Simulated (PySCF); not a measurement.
# UHF on C (carbon, neutral)

Configuration: [He] 2s2 2p2, high-spin 3P determinant. Computed with PySCF 2.14 in aug-cc-pVDZ-DK, with the spin-free X2C one-electron Hamiltonian (Gaussian nucleus).

- Total energy: -37.702689 hartree
- One-electron energy: -50.4471 hartree
- Hartree (Coulomb) energy: 17.8188 hartree
- Exchange energy: -5.0743 hartree
- ⟨S²⟩: 2.0096
- ⟨L²⟩: 2.017
- Sum of ⟨r⟩: 7.158 bohr
- Sum of ⟨r²⟩: 13.86 bohr²
- Traceless quadrupole moment −½Σ⟨3z² − r²⟩ along its main axis: 1.49 e·bohr²
- Langevin diamagnetic susceptibility: -11.0 ×10⁻⁶ cm³/mol
- Time after the integrals: 0.1 s of wall time on 1 thread of Neoverse-N1 (shared host)

```tsv
shell	electrons	mean orbital energy (hartree)	rms radius, mean of both spins (bohr)
1s α	1	-11.35546	0.312
1s β	1	-11.30902	0.312
2s α	1	-0.83089	1.76
2s β	1	-0.58689	1.76
2p α	2	-0.43801	1.93
```
